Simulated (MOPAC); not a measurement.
MOPAC input (PM7):

```
PM7 PRECISE GNORM=0.05 LET XYZ UHF MS=0.5 GEO-OK AUX(PRECISION=9) THREADS=1
Cl2FGe

F    -0.04865700 1    1.84114900 1   -0.34777500 1
Ge   -0.01120500 1    0.27059200 1    0.41038200 1
Cl   -1.76084500 1   -0.79215200 1   -0.30985900 1
Cl    1.80769700 1   -0.69192300 1   -0.27850900 1
```

Output:

```
 *******************************************************************************
 **                                                                           **
 **                              MOPAC v23.2.5                                **
 **                                                                           **
 *******************************************************************************
 ** MOPAC's Digital Object Identifier: https://doi.org/10.5281/zenodo.6511958 **
 **                                                                           **
 ** Please cite the open-source release paper for use of this MOPAC version:  **
 ** J. E. Moussa and J. J. P. Stewart (2026)                                  **
 ** MOPAC: An open-source semiempirical molecular orbital program             **
 ** J. Open Source Softw., 11(119), 8025, https://doi.org/10.21105/joss.08025 **
 *******************************************************************************

                              PM7 CALCULATION RESULTS

 *******************************************************************************
 *  PM7        - The PM7 Hamiltonian to be used
 *  GEO-OK     - OVERRIDE INTERATOMIC DISTANCE AND OTHER SAFETY CHECKS
 *  UHF        - UNRESTRICTED HARTREE-FOCK CALCULATION
 *  MS=        - IN MECI, MAGNETIC COMPONENT OF SPIN =  0.5
 *  LET        - OVERRIDE SOME SAFETY CHECKS
 *  PRECISE    - TIGHTER CRITERIA TO BE USED
 *  XYZ        - CARTESIAN COORDINATE SYSTEM TO BE USED
 *  GNORM      - EXIT WHEN GRADIENT NORM DROPS BELOW 0.050
 *  AUX        - OUTPUT AUXILIARY INFORMATION
 *******************************************************************************
PM7 PRECISE GNORM=0.05 LET XYZ UHF MS=0.5 GEO-OK AUX(PRECISION=9) THREADS=1
 Cl2FGe

   ATOM   CHEMICAL          X               Y               Z
  NUMBER   SYMBOL      (ANGSTROMS)     (ANGSTROMS)     (ANGSTROMS)

     1       F         -0.04865700  *   1.84114900  *  -0.34777500  *
     2      Ge         -0.01120500  *   0.27059200  *   0.41038200  *
     3      Cl         -1.76084500  *  -0.79215200  *  -0.30985900  *
     4      Cl          1.80769700  *  -0.69192300  *  -0.27850900  *

          CARTESIAN COORDINATES

    NO.       ATOM           X           Y           Z

     1         F         -0.0487      1.8411     -0.3478
     2        Ge         -0.0112      0.2706      0.4104
     3        Cl         -1.7608     -0.7922     -0.3099
     4        Cl          1.8077     -0.6919     -0.2785

 General Reference for PM7:
 "Optimization of Parameters for Semiempirical Methods VI: More Modifications to the
 NDDO Approximations and Re-optimization of Parameters", J. J. P. Stewart, J. Mol. Mod., 1:32, 19 (2013)
 https://link.springer.com/article/10.1007/s00894-012-1667-x

           Empirical Formula: F Ge Cl2  =     4 atoms

      MOLECULAR POINT GROUP   :   Cs

          UHF CALCULATION, NO. OF ALPHA ELECTRONS =   13
                           NO. OF BETA  ELECTRONS =   12

          Geometry optimization using EF

          DIAGONAL MATRIX USED AS START HESSIAN

 CYCLE:     1  GRAD.:    97.414 HEAT: -84.37287
 CYCLE:     2  GRAD.:    48.048 HEAT: -98.96481
 CYCLE:     3  GRAD.:   184.912 HEAT: -90.14573
 CYCLE:     4  GRAD.:    44.961 HEAT: -101.4642
 CYCLE:     5  GRAD.:    26.950 HEAT: -101.9387
 CYCLE:     6  GRAD.:     4.278 HEAT: -102.7425
 CYCLE:     7  GRAD.:     0.954 HEAT: -102.7661
 CYCLE:     8  GRAD.:     0.562 HEAT: -102.7681
 CYCLE:     9  GRAD.:     0.168 HEAT: -102.7715
 CYCLE:    10  GRAD.:     0.266 HEAT: -102.7716
 CYCLE:    11  GRAD.:     0.261 HEAT: -102.7716
 CYCLE:    12  GRAD.:     0.034 HEAT: -102.7716

     GRADIENT =  0.03445 IS LESS THAN CUTOFF =  0.05000

 -------------------------------------------------------------------------------
 PM7 PRECISE GNORM=0.05 LET XYZ UHF MS=0.5 GEO-OK AUX(PRECISION=9) THREADS=1
 Cl2FGe

     GEOMETRY OPTIMISED USING EIGENVECTOR FOLLOWING (EF).
     SCF FIELD WAS ACHIEVED

                              PM7 CALCULATION
                                                       MOPAC v23.2.5 Linux

          FINAL HEAT OF FORMATION =       -102.77164 KCAL/MOL =    -429.99654 KJ/MOL

          COSMO AREA              =        115.76 SQUARE ANGSTROMS
          COSMO VOLUME            =        104.87 CUBIC ANGSTROMS

          GRADIENT NORM           =          0.03445          =       0.01723 PER ATOM
          IONIZATION POTENTIAL    =          9.105954 EV
          ALPHA SOMO LUMO (EV)    =         -9.106 -2.116
          BETA  SOMO LUMO (EV)    =        -11.508 -2.520
          NO. OF ALPHA ELECTRONS  =         13
          NO. OF BETA  ELECTRONS  =         12
          MOLECULAR WEIGHT        =        162.4944         POINT GROUP:  Cs

          MOLECULAR DIMENSIONS (Angstroms)

            Atom       Atom       Distance
           Cl     4   Cl     3     3.48476
           Cl     3    F     1     2.30436
           Ge     2    F     1     0.50350

          SCF CALCULATIONS        =         13

   ATOM   CHEMICAL          X               Y               Z
  NUMBER   SYMBOL      (ANGSTROMS)     (ANGSTROMS)     (ANGSTROMS)

     1       F         -0.04341681  *   1.60924252  *  -0.20293867  *
     2      Ge         -0.01143249  *   0.32170334  *   0.27439005  *
     3      Cl         -1.71995571  *  -0.74264533  *  -0.26520390  *
     4      Cl          1.76329723  *  -0.64480160  *  -0.23459736  *

                             CARTESIAN COORDINATES

   1    F       -0.043416807     1.609242519    -0.202938670
   2   Ge       -0.011432493     0.321703341     0.274390053
   3   Cl       -1.719955713    -0.742645325    -0.265203898
   4   Cl        1.763297229    -0.644801605    -0.234597356

           Empirical Formula: F Ge Cl2  =     4 atoms

      MOLECULAR POINT GROUP   :   Cs

          ALPHA EIGENVALUES
 -41.32329 -26.05208 -25.44254 -19.61258 -17.05444 -17.04996 -13.71142 -12.96095
 -12.47494 -11.78557 -11.73242 -11.51214  -9.10595  -2.11599  -1.93920  -0.51155
  69.09524  69.25538  69.50441  69.99440  69.99731  70.03547  70.24614  70.41477
  70.60865  70.66899

           BETA EIGENVALUES
 -41.09299 -25.76375 -25.12490 -19.33753 -17.14413 -16.83645 -13.60641 -12.82074
 -12.13120 -11.73616 -11.56381 -11.50814  -2.51973  -1.75813  -1.74837  -0.68791
  69.13873  69.28841  69.52797  70.02961  70.03282  70.06188  70.30161  70.46937
  70.63466  70.69002

              NET ATOMIC CHARGES AND DIPOLE CONTRIBUTIONS

  ATOM NO.   TYPE          CHARGE      No. of ELECS.   s-Pop       p-Pop       d-Pop
    1          F          -0.377829        7.3778     1.91178     5.46605
    2         Ge           0.731678        3.2683     1.15744     2.11088
    3         Cl          -0.176936        7.1769     1.99291     5.17923     0.00479
    4         Cl          -0.176913        7.1769     1.99291     5.17921     0.00479
 DIPOLE           X         Y         Z       TOTAL
 POINT-CHG.     0.002    -0.611     1.757     1.860
 HYBRID        -0.011     0.650    -0.852     1.071
 SUM           -0.009     0.039     0.906     0.906

          ATOMIC ORBITAL ELECTRON POPULATIONS

     Atom    s        px        py        pz      x^2-y^2     xz        z^2       yz        xy
    1  F   1.91178   1.93063   1.64359   1.89183
    2 Ge   1.15744   0.72596   0.46654   0.91838
    3 Cl   1.99291   1.51093   1.77554   1.89276   0.00073   0.00051   0.00085   0.00024   0.00247
    4 Cl   1.99291   1.47697   1.80442   1.89782   0.00093   0.00049   0.00089   0.00018   0.00230

                    (SZ)    =    0.500000
                    (S**2)  =    0.752758

          ATOMIC ORBITAL SPIN POPULATIONS

    Atom   Total    s     px     py     pz   x^2-y^2  xz     z^2    yz     xy
         Atomic
    1  F  0.0949  0.001 -0.003  0.023  0.075
    2 Ge  0.7689  0.138  0.011  0.006  0.614
    3 Cl  0.0681  0.001  0.004  0.003  0.060  0.000  0.000  0.000  0.000  0.000
    4 Cl  0.0681  0.001  0.006  0.002  0.059  0.000  0.000  0.000  0.000  0.000

 **********************
 *                    *
 * JOB ENDED NORMALLY *
 *                    *
 **********************

 == MOPAC DONE ==
```

The geometry given is a B3LYP-D3(BJ)/def2-TZVP minimum.
